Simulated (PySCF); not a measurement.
[Fe(SH)4]- (charge -1 and sextet state).
Geometry (PBE0-D3(BJ)/def2-SVP, Å), atoms numbered from 1 in this order:
```xyz
9
FeH4S4 angstrom
Fe     0.0227    0.0297   -0.0035
S     -0.0844   -0.0442    2.3054
H      0.9441    0.8296    2.3938
S      2.2550   -0.0120   -0.5782
H      2.4692   -1.0067    0.3139
S     -1.0053    1.9064   -0.8683
H     -1.1420    1.2702   -2.0535
S     -1.0634   -1.7735   -0.9528
H     -2.2632   -1.2690   -0.5825
```

Level of theory: PBE0-D3(BJ)/def2-SVP geometry optimisation, gas phase in PySCF 2.14.0.

Problem. Which atoms are bound to Fe1, and at what distances?

Solution. 4 atoms: S4 2.305 Å, S6 2.308 Å, S8 2.309 Å, S2 2.313 Å. The nearest atom not counted as bound is H7, at 2.66 Å.

Problem. List the angles at Fe1.

Solution. 
```
    angle  degrees  distance of the outer atoms (Å)
S2–Fe1–S6    112.3                             3.84
S2–Fe1–S8    111.3                             3.82
S4–Fe1–S6    110.6                             3.79
S4–Fe1–S8    109.8                             3.78
S2–Fe1–S4    107.0                             3.71
S6–Fe1–S8    105.7                             3.68
```

Problem. What is the shape at Fe1?

Solution. Distorted tetrahedral: angles from 105.7° to 112.3°; τ4 = (360° − α − β)/141° = 0.97 with α and β the two widest (0 for a square, 1 for a tetrahedron).

Problem. What are the other bond lengths?

Solution. S2–H3 and 3 like bonds 1.353 Å.

Point group: near S4, missed by 0.20 Å at most; the miss may be what the optimiser left on a soft mode. Charge -1, sextet. ⟨S²⟩ = 8.762 (exact for a sextet: 8.75). The geometry's basis has no diffuse functions, a weakness for an anion. PBE0-D3(BJ)/def2-SVP frequencies: not computed here.

Hardware: one thread of an Intel Xeon Platinum 8259CL at 2.50 GHz, no GPU, shared host with 32 logical CPUs at a one-minute load of 44. Cost: 8.5 min, 0.55 GiB resident at most. These figures are those of the optimisation.
